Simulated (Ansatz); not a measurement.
`[SiH3]C[SiH]1[AlH][SiH2]1` + `OCO` → `OCO[SiH3]` + `C[SiH]1[AlH][SiH2]1`  (ligand exchange at the Si–C bond)

Program: Ansatz. Geometries: PBE0-D4/def2-TZVP. ΔE: electronic, gas phase. CBS: MP2 limit from def2 TZ/QZ plus the TZ coupled-cluster correction, frozen cores. This one scheme is used for every species. Each species was taken in one conformer, which may not be the lowest.

```csv
level,ΔE (eV)
SCS-MP2/def2-TZVPP,-0.76
CCSD(T)/def2-TZVPP,-0.70
```

(1) What does CCSD(T)/CBS give? (An estimate is asked.)

Largest T1 diagnostic among the species: 0.014.

Results:

(1) Computed: -0.70 eV. The listed levels differ from it by -0.06, 0.00 eV.

In def2-TZVPP, CCSD(T) changes the Hartree–Fock value by +0.24 eV (the triples alone add +0.03 eV) and MP2 by +0.24 eV. The D4 term adds +0.07 eV with B3LYP and +0.04 eV with PBE0; it sums over pairs of atoms, weighted by their polarisabilities, and B3LYP, whose exchange is more repulsive, gets the larger term.

B3LYP here is the variant with VWN-RPA as its local correlation; programs differ in this.
